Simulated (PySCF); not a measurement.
Correlation energy of F⁺ (fluorine, charge +1)

[He] 2s2 2p4, high-spin 3P determinant. Calculation: PySCF 2.14, in cc-pVDZ; the non-relativistic Hamiltonian (point nucleus). Frozen: 1s2; 6 electrons correlated.

MP2 pair energies summed by pair of shells (mhartree):

```
 pair  energy  share (%)
2p-2p  -46.97       47.7
2s-2p  -44.15       44.8
2s-2s   -7.40        7.5
```

Total MP2 correlation energy: -98.53 mhartree.

Same-spin part -24.28 and opposite-spin part -74.25 mhartree; SCS-MP2 scales them by 1/3 and 6/5 to -97.19 mhartree.

```csv
level,correlation energy (mhartree)
CCSD,-112.35
(T),-0.78
CCSD(T),-113.13
```

Diagnostics: T1 = 0.0035, D1 = 0.0058, largest double amplitude 0.042.

Is a single reference adequate?

Yes: T1 lies below 0.03 and no double amplitude reaches 0.07.
